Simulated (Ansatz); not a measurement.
Breaking the Si1–F2 bond in F2Si (SMILES F[Si]F) (multiplicity 1 held, fragments rigid). Energies count from the point at 1.609 Å.
Geometry at that point (charge 0, multiplicity 1):
```xyz
3

Si     0.0130     0.0021     0.5770
F      1.0115    -0.7030    -0.4692
F     -1.0318     0.6997    -0.4283
```

Restricted levels (R-, RO-) in cc, def2 and unpolarised 6-31G sets keep to the state of the molecule at rest. U- levels take the lowest unrestricted solution at each point, which mixes spins at long bonds. Active spaces are followed from a long bond inwards. Levels need not reach the same state.

Frozen-core correlation.

Programs: Ansatz (an electronic-structure program). 

Energies in eV.

```tsv
R (Å)	R-HF/cc-pV(D+d)Z	R-MP2/cc-pV(D+d)Z	U-CCSD/cc-pV(D+d)Z	R-CCSDT/cc-pV(D+d)Z	FIC-MRCISD on CASSCF(6,4)/cc-pV(D+d)Z	FIC-MRCISD+Q on CASSCF(6,4)/cc-pV(D+d)Z
1.287	3.30	3.62	3.58	3.61	3.51	3.58
1.448	0.60	0.74	0.72	0.74	0.69	0.72
1.609	0.00	0.00	0.00	0.00	0.00	0.00
1.770	0.30	0.20	0.21	0.19	0.23	0.21
1.931	0.99	0.81	0.83	0.79	0.85	0.83
2.172	2.20	1.96	1.99	1.91	1.99	1.97
2.414	3.35	3.08	3.10	2.99	3.07	3.05
2.816	4.92	4.62	4.63	4.41	4.48	4.49
3.218	6.11	5.77	5.50	5.33	5.32	5.37
3.701	7.17	6.76	5.81	5.85	5.69	5.77
4.344	8.13	7.53	5.89	6.01	5.81	5.89
5.149	8.82	7.82	5.90	6.02	5.84	5.92
```

Doubts at one or more of the structures used: a restricted determinant that unrestricted orbitals would lower (R-HF/cc-pV(D+d)Z, R-MP2/cc-pV(D+d)Z, R-CCSDT/cc-pV(D+d)Z); a spin-contaminated determinant (U-CCSD/cc-pV(D+d)Z); T1 above 0.05 (U-CCSD/cc-pV(D+d)Z, R-CCSDT/cc-pV(D+d)Z); other coupled-cluster roots lie near (R-CCSDT/cc-pV(D+d)Z); active orbitals that take no part (FIC-MRCISD on CASSCF(6,4)/cc-pV(D+d)Z, FIC-MRCISD+Q on CASSCF(6,4)/cc-pV(D+d)Z).
